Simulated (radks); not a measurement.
The numbers below are computed, except where a source is named.
Problem. All-electron atom: the hafnium ion Hf5+ in [Xe] 4f13. Code: a radial shooting solver on a logarithmic mesh with Libxc functionals. Model: Dirac Kohn-Sham, exchange-only PBE, spin-unpolarised, spherical densities, finite nucleus; open shells fill j = l - 1/2 first; Fermi nuclear charge, rms radius 5.347 fm. Some entries of the table are withheld. Estimate them.

orbital  occ.  eigenvalue (eV)  <r^2> (bohr^2)  <1/r> (bohr^-1)
1s1/2       2              (1)       0.0004952            83.78
2s1/2       2        -11205.51        0.007584            20.31
2p1/2       2        -10707.02        0.005433            20.28
2p3/2       4        -9515.219        0.006639            17.23
3s1/2       2        -2603.773         0.04969              (2)
3p1/2       2              (3)         0.04571            7.367
3p3/2       4              (4)         0.05238            6.580
3d3/2       4        -1751.376         0.04080              (5)
3d5/2       6        -1695.677         0.04264              (6)
4s1/2       2        -576.1097          0.2471            3.128
4p1/2       2        -485.2688          0.2558              (7)
4p3/2       4        -426.5737          0.2920              (8)
4d3/2       4        -277.0374          0.3216            2.529
4d5/2       6        -266.2453          0.3354            2.462
5s1/2       2        -125.6786           1.365            1.219
5p1/2       2         -98.7119           1.638              (9)
5p3/2       4         -89.8481           1.882             (10)
4f5/2       6         -81.0736          0.5132            1.987
4f7/2       7         -79.2328          0.5291            1.959

Solution. 
(1) 1s1/2 eigenvalue (eV): -65244.15
(2) 3s1/2 <1/r> (bohr^-1): 7.450
(3) 3p1/2 eigenvalue (eV): -2382.328
(4) 3p3/2 eigenvalue (eV): -2126.950
(5) 3d3/2 <1/r> (bohr^-1): 6.471
(6) 3d5/2 <1/r> (bohr^-1): 6.283
(7) 4p1/2 <1/r> (bohr^-1): 3.018
(8) 4p3/2 <1/r> (bohr^-1): 2.745
(9) 5p1/2 <1/r> (bohr^-1): 1.101
(10) 5p3/2 <1/r> (bohr^-1): 1.012
